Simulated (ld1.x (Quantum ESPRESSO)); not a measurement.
Transferability test, RRKJ potential for Pd

- Element: Pd
- Generator: ld1.x (Quantum ESPRESSO) 7.5
- Type: norm-conserving RRKJ (Kleinman–Bylander form)
- Functional: PBEsol
- Relativity: scalar-relativistic
- Frozen core: [Ar] 3d10
- Valence charge: 18
- Reference configuration: 4s2 4p6 4d8 5s0 5p0 (charge +2)
- Partial waves: 4p (bound): rc 1.25 bohr; 4d (bound): rc 1.05 bohr; 4s (bound): rc 1.45 bohr
- Local potential: the s channel
- Core correction: Bessel-smoothed model core inside 1.00 bohr
- rho0: 0.02

Energies are relative to the spin-unpolarised reference configuration 4s2 4p6 4d8 5s0 5p0; without spin polarisation the order of configurations can differ from experiment.

```tsv
valence configuration	charge	ΔE all-electron (eV)	error AE − PS (meV)
4s2 4p6 4d10 5s0 5p0	0	-29.938	+45
4s2 4p6 4d9 5s0 5p0	+1	-20.818	+17
4s2 4p6 4d7 5s0 5p0	+3	34.348	+24
4s2 4p6 4d9 5s0 5p1	0	-24.626	+132
4s2 4p6 4d9 5s1 5p0	0	-28.427	+1049
```

(1) What are ΔE and the potential's error for 4s2 4p5 4d10 5s0 5p0?

(2) What are ΔE and the potential's error for 4s2 4p6 4d6 5s0 5p0?

Levels in the configuration 4s2 4p6 4d7 5s0 5p0:

```
level  all-electron (eV)  pseudo (eV)
   4s           -125.967     -125.848
   4p            -91.368      -91.268
   4d            -41.622      -41.562
```

Results:

(1) ΔE = 27.175 eV all-electron; the error (AE − PS) is -31 meV.

(2) ΔE = 83.672 eV all-electron; the error (AE − PS) is +121 meV.
